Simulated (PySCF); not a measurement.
How methods differ on the excitation energy of Mg

Mg [Ne] 3s2 (1S) → Mg [Ne] 3p2 (3P), as a difference of total energies. Computed with PySCF 2.14 in def2-TZVPPD, with no relativity, point nucleus. Correlated levels: valence: [Ne] frozen. The calculations carry no spin-orbit coupling.

```
           method  excitation energy (eV)  error (eV)
              UHF                   6.292      -0.881
    MP2 (valence)                   6.765      -0.408
SCS-MP2 (valence)                   6.964      -0.209
   CCSD (valence)                   6.967      -0.206
```

Reference: 7.173 eV (measured; NIST levels, between the centres of gravity of the two terms).

Errors of the correlated levels include the incompleteness of this basis and the frozen core.

With two correlated electrons CCSD is exact in that space.
